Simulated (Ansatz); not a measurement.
`ClBCl` + CH₃NH₂ → `CNBCl` + HCl at 500 K and 1 bar (ligand exchange at a B–Cl bond).

Program: Ansatz. Geometries: PBE0-D4/def2-TZVP. ΔE: electronic, gas phase. CCSD(T)/CBS is the MP2 limit (def2-TZVPP, def2-QZVPP) plus CCSD(T) − MP2 in def2-TZVPP, frozen cores. This one scheme is used for every species. Each species was taken in one conformer, which may not be the lowest.

```tsv
species	CCSD(T)/CBS energy (Eh)	H − E (kJ/mol)	S (J/(mol·K))
`ClBCl`	-945.02167	62.1	296.7
CH₃NH₂	-95.75281	191.8	270.3
`CNBCl`	-580.41629	218.4	350.1
HCl	-460.38127	32.5	201.9
```

H − E and S are ideal-gas, rigid-rotor, harmonic terms from PBE0-D4/def2-TZVP, for one conformer and one mirror image of each species. 1 Eh = 2625.50 kJ/mol, R = 8.31446 J/(mol·K).

Problem. By hand: ΔE, ΔH, ΔS and ΔG.

Solution. ΔE = (-580.41629) + (-460.38127) − (-945.02167) − (-95.75281) = -0.02308 Eh = -60.6 kJ/mol. Δ(H − E) = 218.4 + 32.5 − 62.1 − 191.8 = -3.0, so ΔH = -63.6 kJ/mol. ΔS = 350.1 + 201.9 − 296.7 − 270.3 = -15.0 J/(mol·K). ΔG = -63.6 − 500 × (-15.0)/1000 = -56.1 kJ/mol.

Problem. By hand: the equilibrium constant, and the temperature at which ΔG would vanish if ΔH and ΔS stayed fixed.

Solution. log₁₀ K = −ΔG/(RT ln 10) = 5.9. ΔG = 0 at ΔH/ΔS = 4240 K, far beyond where these terms or the molecules hold.

ΔH outweighs TΔS. A doubt of 5 kJ/mol in ΔE shifts log₁₀ K by 0.5 here. Other conformers and mirror images would add mixing entropy, several J/(mol·K) or more a flexible species. These are equilibria of isolated gas molecules and say nothing of rates. Largest T1 diagnostic: 0.012 (customary marks: 0.02 for closed shells, 0.045 for open ones).
